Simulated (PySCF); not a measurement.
## Unknowns

Theoretical values (PySCF 2.14.0 with density-fitted response routines): NMR shieldings at PBE0/pcSseg-1/GIAO, GFN2-xTB structure. Gas phase, one computed conformer, relativity neglected, fast rotation and ring inversion assumed for equivalent nuclei.

Shifts are taken against calculated references (same method and geometry level): ¹H (σref 31.72) and ¹³C (σref 186.93) against TMS. Splittings of carbon signals by F and P are missing where no couplings were computed. Where no couplings were computed, multiplicities follow the n + 1 count of equivalent neighbours, and m marks all less simple cases (inequivalent or close neighbours, rings, F or P nearby). Shifts are as computed. Against solution values, carbons near 30 ppm lie about +3 ppm off and those near 130 ppm about +5 ppm; carbons on Cl a further +6 ppm. Of 1211 compounds with measured shifts, 218 miss one by over three times the rms of a fit or turn the order of signals round; such compounds aren't used in these exercises. Carbons bonded to Cl come out too deshielded.

Q: C₈H₁₃FO. ¹H NMR (400 MHz, computed): δ 1.80 (m, 1H), 1.45 (m, 1H), 1.43 (m, 1H), 1.12 (s, 3H), 1.12 (d, 3H), 1.07 (d, 3H), 1.00 (m, 1H). ¹³C{¹H} NMR (computed): δ 172.0 (C), 39.1 (C), 34.4 (CH), 28.4 (CH), 27.7 (CH2), 22.1 (CH3), 21.3 (CH3), 19.8 (CH3). Give a structure.

A: `CC(C)[C@@]1(C)C[C@H]1C(=O)F`. Rings plus π bonds: 2 (1 ring in the answer). 8 carbon signals for 8 carbons: no two carbons are equivalent. Carbon types of the structure: 2 × C, 2 × CH, 1 × CH2, 3 × CH3, which accounts for all hydrogens. δC 172.0: carbonyl carbon. δC 34.4: sp3 CH; saturated and bonded to C and H only. δC 22.1, 21.3, 19.8: methyl carbon; aliphatic region, no heteroatom directly attached. δH 1.80: hydrogen on an sp3 CH; far from electronegative atoms and π systems.

This is the structure that produced the data.

Q: C₇H₅Cl₃. ¹H NMR (300 MHz, computed): δ 7.74 (d, 1H), 7.50 (d, 1H), 6.34 (s, 1H), 5.08 (m, 1H), 5.08 (m, 1H). ¹³C{¹H} NMR (computed): δ 161.1 (CH), 157.9 (C), 155.2 (CH), 153.9 (C), 125.2 (CH), 117.9 (C), 102.3 (CH2). Give a structure.

A: `C=C1C=C/C1=C\C(Cl)(Cl)Cl`. Rings plus π bonds: 4 (1 ring in the answer). 7 carbon signals for 7 carbons: no two carbons are equivalent. Carbon types of the structure: 3 × C, 3 × CH, 1 × CH2, which accounts for all hydrogens. δC 161.1, 155.2, 125.2: alkene CH; an sp2 carbon of a C=C bond. δC 157.9, 153.9: fully substituted alkene carbon; as expected for a trigonal carbon in a double bond. δC 117.9: allylic fully substituted sp3 carbon bonded to 3 Cl; 3 electronegative neighbours deshield it. δC 102.3: terminal =CH2 carbon; the olefinic region.

The shifts were computed for this structure.
